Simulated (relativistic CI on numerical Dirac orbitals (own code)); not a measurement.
**Spin-allowed bands of a d2 ion in an octahedral site, by hand**

Problem. Take Δ = 27300 cm⁻¹ and B = 430 cm⁻¹ for a d2 ion in an octahedral site. Calculate the three spin-allowed bands.

Working.
1. The terms of highest spin are 3F (energy 0) and 3P (15B = 6450 cm⁻¹). Here the F term splits into A2 at +1.2Δ = 32760, T2 at +0.2Δ = 5460 and T1 at −0.6Δ = -16380 cm⁻¹.
2. The two T1 states mix through the element 0.4Δ: H = [[-16380, 10920], [10920, 6450]], with roots ½(H₁₁ + H₂₂) ∓ ½√[(H₂₂ − H₁₁)² + 4H₁₂²] = ½(-9930) ∓ ½(31594) = -20762 and 10832 cm⁻¹.
3. The ground term is 3T1 at -20762 cm⁻¹.
4. Bands: 3T2 26222 cm⁻¹ (381 nm), 3T1(P) 31594 cm⁻¹ (317 nm), 3A2 53522 cm⁻¹ (187 nm).

Check. Exact diagonalisation of the whole d2 shell with these parameters gives 3T2 26222, 3T1 31594, 3A2 53522 cm⁻¹. The match is exact, since without spin-orbit coupling no other term has this spin. The ratio of the second band to the first, 1.205, depends on Δ/B = 63.5 alone, which is how a Tanabe-Sugano diagram is read.
